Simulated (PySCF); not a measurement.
SbCl₅, SMILES [Sb]([Cl])([Cl])([Cl])([Cl])[Cl]. Geometry optimised at PBE0-D3(BJ)/def2-SVP. The isomer is the one that the SMILES or the coordinates give; other isomers of the formula were not compared. The def2 effective core potentials stand for the cores of Sb; spin–orbit coupling is left out.

Computed equilibrium geometry at PBE0-D3(BJ)/def2-SVP (PySCF confirms it by a frequency run) as Cartesian coordinates in Å, and its point group:
point group D3h.
```xyz
6

Sb     0.0000     0.0000     0.0000
Cl    -2.3336     0.0000     0.0000
Cl     0.0000     0.0000    -2.3609
Cl     0.0000     0.0000     2.3609
Cl     1.1668     2.0209     0.0000
Cl     1.1668    -2.0209     0.0000
```
Charge 0, spin multiplicity 1.
